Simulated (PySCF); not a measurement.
Atoms are numbered as in `[CH3:1][C:2]1=[CH:3][c:4]2[cH:5][cH:6][cH:7][cH:8][c:9]2[CH2:10][CH2:11]1`; H(Xn) means a hydrogen on atom n.

- NMR shieldings at CAM-B3LYP/pcSseg-1/GIAO
- structure optimised with PBE0-D3(BJ)/def2-SVP
- code: PySCF 2.14
- isolated molecule, fast rotation and ring inversion assumed for equivalent nuclei, one conformer, non-relativistic Hamiltonian

δ = σ(ref) − σ, references computed at the same level: TMS for ¹³C (σ = 182.45 ppm) and ¹H (σ = 31.33 ppm).

| atoms | nucleus | count | δ (ppm) |
| --- | --- | --- | --- |
| C10 | ¹³C | 1 | 30.7 |
| H(C11) | ¹H | 2 | 2.01 |
| C11 | ¹³C | 1 | ? |
| C5 | ¹³C | 1 | ? |
| H(C10) | ¹H | 2 | 2.61 |
| C9 | ¹³C | 1 | ? |
| H(C1) | ¹H | 3 | 1.95 |
| H(C6) | ¹H | 1 | 7.21 |
| C1 | ¹³C | 1 | 25.4 |
| C4 | ¹³C | 1 | ? |
| C2 | ¹³C | 1 | 149.3 |
| C3 | ¹³C | 1 | 133.6 |
| H(C7) | ¹H | 1 | 7.15 |
| C6 | ¹³C | 1 | 135.5 |
| H(C5) | ¹H | 1 | ? |
| H(C8) | ¹H | 1 | 7.13 |
| C7 | ¹³C | 1 | 135.3 |
| H(C3) | ¹H | 1 | ? |
| C8 | ¹³C | 1 | 135.7 |

Q: Complete the table.

A: 
- C4: 143.7 ppm, substituted aromatic carbon
- C9: 142.8 ppm, substituted aromatic carbon
- C5: 134.3 ppm, aromatic CH; the aromatic region
- C11: 31.3 ppm, allylic sp3 CH2; a saturated carbon with 2 carbon neighbours and no heteroatom attached
- H(C5): 7.01 ppm, hydrogen on an aromatic CH; it sits in the deshielding region of the aromatic ring current
- H(C3): 6.35 ppm, hydrogen on an alkene CH; attached to an sp2 carbon and in the plane of the double bond

Shifts are as computed, not scaled to solution data. Of 1211 compounds with measured shifts, 218 miss one by over three times the rms of a fit or turn the order of signals round; such compounds aren't used in these exercises.
